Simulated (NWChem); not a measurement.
# SiHCl3; SMILES [SiH](Cl)(Cl)Cl

Computed with NWChem. All runs use the structure optimised with PBE0/def2-SVP. Level PBE0/def2-TZVP: energy and gradient; each run changes one setting, and changes count from the defaults (medium grid, exact Coulomb integrals, symmetry on).

```json
[
 {"setting": "defaults", "size of the energy change (μHa)": "< 10", "largest change of a gradient component (μHa/bohr)": "< 30", "time, defaults = 1 (rough)": "about 1"},
 {"setting": "symmetry off", "size of the energy change (μHa)": "< 10", "largest change of a gradient component (μHa/bohr)": "other frame", "time, defaults = 1 (rough)": "2"},
 {"setting": "coarse grid", "size of the energy change (μHa)": "< 10", "largest change of a gradient component (μHa/bohr)": "100", "time, defaults = 1 (rough)": "about 1"},
 {"setting": "tight SCF thresholds and tolerances", "size of the energy change (μHa)": "< 10", "largest change of a gradient component (μHa/bohr)": "< 30", "time, defaults = 1 (rough)": "about 1"}
]
```
